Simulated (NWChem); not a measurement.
System: P2H3, doublet; SMILES P[PH]

Excerpt of the output:

```
             Northwest Computational Chemistry Package (NWChem) 7.3.0
             --------------------------------------------------------

 C1  symmetry detected

                             Geometry "geometry" -> ""
                             -------------------------

 Output coordinates in angstroms (scale by  1.889725989 to convert to a.u.)

  No.       Tag          Charge          X              Y              Z
 ---- ---------------- ---------- -------------- -------------- --------------
    1 P                   15.0000    -0.06243436    -1.14664268    -0.01533797
    2 P                   15.0000     0.00325290     1.05480592    -0.08633158
    3 H                    1.0000     1.37855389    -1.22244345    -0.11932447
    4 H                    1.0000     0.77898396     1.31879396     1.10056782
    5 H                    1.0000    -1.26981590     1.28120094     0.54379989

 Effective nuclear repulsion energy (a.u.)      79.7683272785

                                 NWChem DFT Module
                                 -----------------

 Summary of "ao basis" -> "ao basis" (spherical)
 ------------------------------------------------------------------------------
       Tag                 Description            Shells   Functions and Types
 ---------------- ------------------------------  ------  ---------------------
 P                           6-31g*                  8       18   4s3p1d
 H                           6-31g*                  2        2   2s

            General Information
            -------------------
          SCF calculation type: DFT
          Wavefunction type:  spin polarized.
          No. of atoms     :     5
          No. of electrons :    33
           Alpha electrons :    17
            Beta electrons :    16
          Charge           :     0
          Spin multiplicity:     2
          Use of symmetry is: off; symmetry adaption is: off
          Maximum number of iterations: 150
          AO basis - number of functions:    42
                     number of shells:    22
          Convergence on energy requested:  1.00D-06
          Convergence on density requested:  1.00D-05
          Convergence on gradient requested:  5.00D-04

              XC Information
              --------------
                      r^2SCAN Method XC Functional
               r^2SCAN metaGGA Exchange Functional  1.000
                     r^2SCAN Correlation Potential  1.000

             Grid Information
             ----------------
          Grid used for XC integration:  coarse
          Radial quadrature: Mura-Knowles
          Angular quadrature: Lebedev.
          Tag              B.-S. Rad. Rad. Pts. Rad. Cut. Ang. Pts.
          ---              ---------- --------- --------- ---------
          P                   1.00       70           8.0       302
          H                   0.35       35           9.0       302
          Grid pruning is: on
          Number of quadrature shells:   245
          Spatial weights used:  Erf1

      Superposition of Atomic Density Guess
      -------------------------------------

 Sum of atomic energies:        -682.75495135

      Non-variational initial energy
      ------------------------------

 Total energy =    -683.095180
 1-e energy   =   -1103.072312
 2-e energy   =     340.208805
 HOMO         =      -0.162278
 LUMO         =       0.058096

   convergence    iter        energy       DeltaE   RMS-Dens  Diis-err
 ---------------- ----- ----------------- --------- --------- ---------
 d= 0,ls=0.0,diis     1   -684.3451456294 -7.64D+02  8.61D-03  3.47D-02
                                                     6.74D-03  3.35D-02
 d= 0,ls=0.0,diis     2   -684.3610271099 -1.59D-02  5.22D-03  9.55D-03
                                                     4.83D-03  8.59D-03
 d= 0,ls=0.0,diis     3   -684.3645730073 -3.55D-03  2.47D-03  4.75D-03
                                                     2.66D-03  5.02D-03
 d= 0,ls=0.0,diis     4   -684.3685691490 -4.00D-03  6.41D-04  5.03D-04
                                                     6.10D-04  3.80D-04
 d= 0,ls=0.0,diis     5   -684.3689409322 -3.72D-04  1.30D-04  7.59D-06
                                                     1.64D-04  1.02D-05
  Resetting Diis
 d= 0,ls=0.0,diis     6   -684.3689498112 -8.88D-06  6.97D-05  3.17D-06
                                                     5.82D-05  2.47D-06
 d= 0,ls=0.0,diis     7   -684.3689525348 -2.72D-06  2.92D-05  1.77D-07
                                                     2.17D-05  1.47D-07
 d= 0,ls=0.0,diis     8   -684.3689525677 -3.28D-08  1.48D-05  1.69D-07
                                                     1.19D-05  1.64D-07
 d= 0,ls=0.0,diis     9   -684.3689527078 -1.40D-07  5.37D-06  6.59D-09
                                                     2.70D-06  2.60D-09

         Total DFT energy =     -684.368952707766
      One electron energy =    -1104.401172290651
           Coulomb energy =      387.764686581724
    Exchange-Corr. energy =      -47.500794277360
 Nuclear repulsion energy =       79.768327278522

 Numeric. integr. density =       32.999967819526

                    DFT Final Alpha Molecular Orbital Analysis
                    ------------------------------------------

[...]

                         DFT ENERGY GRADIENTS

    atom               coordinates                        gradient
                 x          y          z           x          y          z
   1 P      -0.117984  -2.166840  -0.028985   -0.007052  -0.002310   0.000816
   2 P       0.006147   1.993294  -0.163143    0.003287   0.000432  -0.008072
   3 H       2.605089  -2.310083  -0.225491    0.005941   0.000773  -0.000383
   4 H       1.472066   2.492159   2.079772    0.003594   0.000848   0.004957
   5 H      -2.399604   2.421119   1.027633   -0.005769   0.000258   0.002681
```

Level: r2SCAN/6-31G* (spherical d), spin-unrestricted. Geometry: optimised at PBE-D3(BJ)/def2-SVP, spin-unrestricted. No stability test was run on the SCF state.

Task: Write an input that gives this output.

Result: One answer among several that fit: the input that was run:
```
start job
memory heap 200 mb stack 900 mb global 1100 mb
geometry units angstroms noautoz
  P     -0.072652    -1.155214    -0.144790
  P     -0.014256     1.047162    -0.101654
  H      1.367007    -1.225262    -0.020366
  H      0.559747     1.255103     1.205044
  H     -1.373426     1.242830     0.326593
end
basis spherical
  P library 6-31g*
  H library 6-31g*
end
dft
  odft
  mult 2
  xc r2scan
  iterations 150
  grid coarse
end
task dft gradient
```
